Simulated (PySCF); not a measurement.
## Dipole response of Dy(27+) (dysprosium, charge +27)

[Kr] 4d3, high-spin 4F determinant. Calculation: PySCF 2.14, in an even-tempered Gaussian basis (18 s from 1.9 bohr⁻², ratio 2.5; 12 p from 2.5 bohr⁻², ratio 2.5; 9 d from 2.5 bohr⁻², ratio 2.5; 4 f from 11 bohr⁻², ratio 2.7; 3 g from 17 bohr⁻², ratio 2.7); no relativity, point nucleus. Coupled (time-dependent) response in atomic units; α is the mean over directions.

```csv
method,mean α (bohr³),C₆ (like pair),S(−4)
UHF,0.09743,0.05390,0.002499
```

S(−4) is the Cauchy moment in α(ω) = α(0) + S(−4) ω² + …

Spin-orbit coupling is absent.

α(iu) at UHF:

| u (hartree) | α(iu) (bohr³) |
| --- | --- |
| 0 | 0.09743 |
| 0.800 | 0.09586 |
| 1.60 | 0.09152 |
| 3.20 | 0.07817 |
| 4.80 | 0.06409 |
| 6.40 | 0.05232 |
| 8.00 | 0.04325 |
| 12.0 | 0.02899 |
| 16.0 | 0.02134 |
| 24.0 | 0.01373 |
| 40.0 | 0.007818 |

A single London oscillator, α(iu) = α/(1 + u²/ω²), gives C₆ = (3/4) ω α². Matching the computed C₆ needs ω = 4 × 0.05390 / (3 × 0.09743²) = 7.57 hartree.

For an ion, C₆ is the dispersion term alone; charge-induced terms of lower order in 1/R come first.

A non-relativistic calculation at this Z misses sizeable relativistic shifts. Spin-orbit coupling is strong in this species (close to jj coupling), so the high-spin LS determinant is a model state, not a physical level.
